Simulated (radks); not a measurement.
Question: Neutral osmium, 76 electrons, occupied as [Xe] 4f14 5d6 6s2. Method: Dirac Kohn-Sham, LDA (Slater exchange, Perdew-Wang correlation), spin-unpolarised, spherical densities, finite nucleus; open shells are shared between the two j in proportion to 2j + 1; Fermi nuclear charge, rms radius 5.4126 fm; computed with a radial shooting solver on a logarithmic mesh with Libxc functionals. Some entries of the table are withheld. Estimate them.

orbital  occ.  eigenvalue (hartree)  <r^2> (bohr^2)
1s1/2       2             -2707.492       0.0004342
2s1/2       2             -471.2785        0.006593
2p1/2       2             -451.4753        0.004687
2p3/2       4             -395.2682        0.005882
3s1/2       2             -109.6496         0.04298
3p1/2       2             -100.7422             (1)
3p3/2       4             -88.48837             (2)
3d3/2       4             -73.46670         0.03535
3d5/2       6             -70.80981         0.03713
4s1/2       2             -23.11218          0.2110
4p1/2       2             -19.37034             (3)
4p3/2       4             -16.48300             (4)
4d3/2       4             -10.31944             (5)
4d5/2       6              -9.78453             (6)
5s1/2       2              -3.36512           1.137
5p1/2       2              -2.20556           1.367
4f5/2       6              -1.97428          0.3765
4f7/2       8              -1.87103          0.3882
5p3/2       4              -1.75098           1.635
5d3/2     2.4              -0.26155           3.775
6s1/2       2              -0.23448           10.06
5d5/2     3.6              -0.22272           4.168

Answer: 
(1) 3p1/2 <r^2> (bohr^2): 0.03930
(2) 3p3/2 <r^2> (bohr^2): 0.04583
(3) 4p1/2 <r^2> (bohr^2): 0.2164
(4) 4p3/2 <r^2> (bohr^2): 0.2510
(5) 4d3/2 <r^2> (bohr^2): 0.2700
(6) 4d5/2 <r^2> (bohr^2): 0.2827
